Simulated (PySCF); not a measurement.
Molecule: CH₇Cl₂NSi₂, charge 0, multiplicity 1. 
Geometry from a B3LYP-D3(BJ)/def2-TZVP (Ansatz) optimisation:
```xyz
13

C      1.8117    -0.8005    -0.7272
Si     0.4273     0.0229     0.1800
Cl     0.2571     1.9520    -0.5571
Cl     0.8684     0.1638     2.1913
N     -1.0574    -0.8126     0.0659
Si    -1.9178    -1.2711    -1.3719
H      1.9780    -1.8015    -0.3267
H      2.7302    -0.2219    -0.6270
H      1.5727    -0.8830    -1.7888
H     -1.5695    -0.8756     0.9359
H     -0.9711    -1.1244    -2.4982
H     -2.3719    -2.6777    -1.2755
H     -3.1045    -0.4179    -1.6136
```

Dispersion corrections to the total energy (kcal/mol) from the dftd3 and dftd4 libraries through PySCF: D3(BJ) without and D4 with the three-body term, each with the damping fitted for the functional named.

```
functional  D3(BJ)      D4
----------  ------  ------
BLYP        -21.09  -20.97
B3LYP       -17.47  -15.90
revPBE      -22.44  -26.13
PBE          -9.55       ?
HF               ?  -30.74
BHLYP       -14.42       ?
TPSS        -12.54  -13.26
```

### Question
Some entries are withheld; supply them.

### Answer

- PBE, D4: -9.84
- HF, D3(BJ): -64.82
- BHLYP, D4: -12.99
